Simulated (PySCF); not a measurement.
**Electronic structure of B⁺ (boron, charge +1) at the UHF level**

Configuration: [He] 2s1 3s1, high-spin 3S determinant (an excited configuration). Computed with PySCF 2.14 in aug-cc-pVTZ (5s4p3d2f, 46 functions), with the non-relativistic Hamiltonian (point nucleus).

```
Total energy                                     : -23.696356 hartree
One-electron energy                              : -28.8103 hartree
Hartree (Coulomb) energy                         : 8.4570 hartree
Exchange energy                                  : -3.3431 hartree
Kinetic energy                                   : 23.68518 hartree
⟨S²⟩                                             : 2.0000
⟨L²⟩                                             : 0.000
Sum of ⟨r⟩                                       : 7.228 bohr
Sum of ⟨r²⟩                                      : 31.31 bohr²
Density at the nucleus (Gaussians lack the cusp) : 68.9 bohr⁻³
Spin density at the nucleus                      : 2.57 bohr⁻³
Langevin diamagnetic susceptibility              : -24.8 ×10⁻⁶ cm³/mol
```

```json
{"shell": "1s α", "electrons": "1", "mean orbital energy (hartree)": "-8.58262", "rms radius, mean of both spins (bohr)": "0.378"}
{"shell": "1s β", "electrons": "1", "mean orbital energy (hartree)": "-8.51193", "rms radius, mean of both spins (bohr)": "0.378"}
{"shell": "2s α", "electrons": "1", "mean orbital energy (hartree)": "-1.16685", "rms radius, mean of both spins (bohr)": "1.77"}
{"shell": "3s α", "electrons": "1", "mean orbital energy (hartree)": "-0.32104", "rms radius, mean of both spins (bohr)": "5.28"}
```

The outer electron is Rydberg-like, and this basis confines it to a smaller radius and binds it less than a complete one would.
